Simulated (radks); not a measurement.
The numbers below are computed, except where a source is named.
Task: The mean radii <r> (bohr) of the occupied orbitals of an atom or ion are listed with their occupations. Code: a radial shooting solver on a logarithmic mesh with Libxc functionals. Model: Dirac Kohn-Sham, PBEsol, spin-unpolarised, spherical densities, point nucleus.

| orbital | occ. | <r> |
|---|---|---|
| 1s1/2 | 2 | 0.02458 |
| 2s1/2 | 2 | 0.1038 |
| 2p1/2 | 2 | 0.08716 |
| 2p3/2 | 4 | 0.09317 |
| 3s1/2 | 2 | 0.2577 |
| 3p1/2 | 2 | 0.2449 |
| 3p3/2 | 4 | 0.2544 |
| 3d3/2 | 1 | 0.2214 |

Name the element and its charge. Open shells, if any, fill j = l - 1/2 first.

Result: Z = 58, cerium, charge +39: Ce39+ in [Ar] 3d1. The 1s radius gives Z: for a bare nucleus <r> = (2 gamma + 1)/(2Z) with gamma = sqrt(1 - (Z/c)^2), 0.02424 bohr for Z = 58, and screening makes it slightly larger (0.02458 here). The occupations add up to 19, and the charge is Z minus that.
